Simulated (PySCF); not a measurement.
## Working with the constants of InO⁻

RHF-CCSD(T) constants of InO⁻, ¹Σ⁺ (singlet), closed shell (PySCF, scalar-relativistic core potentials, basis sets In def2-TZVPPD with ECP28, O def2-TZVPPD; masses 114.9039 and 15.9949 u):

| Quantity | Value |
| --- | --- |
| ωe | 664.5 cm⁻¹ |
| ωexe | 3.4 cm⁻¹ |
| Be | 0.32118 cm⁻¹ |
| αe | 0.00220 cm⁻¹ |

Task: What force constant and bond length do these constants imply?

Result: Reduced mass μred = 14.040 u; k = 5.8918×10⁻⁷·μred·ωe² (u, cm⁻¹, mdyn/Å) = 3.65 mdyn/Å; Re = √(16.8576/(μred·Be)) (u, cm⁻¹, Å) = 1.933 Å.

Task: Estimate the centrifugal constant D from the Kratzer relation and find the Dunham coefficient a1.

Result: D = 4Be³/ωe² = 3e-07 cm⁻¹; a1 = −1 − αeωe/(6Be²) = -3.36.

Correlated steps freeze 5 core orbitals. These are scalar-relativistic numbers at best; spin–orbit coupling would shift them, the dissociation energy most. The CCSD T1 diagnostic is raised, a sign that a single reference may not be enough here.
